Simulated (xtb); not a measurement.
AlHCl₂, SMILES [Cl][AlH][Cl]. All values are semi-empirical tight-binding results from xtb (GFN2-xTB unless named), good for trends rather than for accurate numbers. Geometry: GFN2-xTB.

For metal compounds this method's bond lengths and energies can be far off.

```
Item                                           Result
-------------------------------------  --------------
point group as xtb finds it                       C2v
orbital gap                                   5.06 eV
zero-point energy                        6.0 kcal/mol
G − E(el) at 298.15 K (modified RRHO)  -11.3 kcal/mol
```
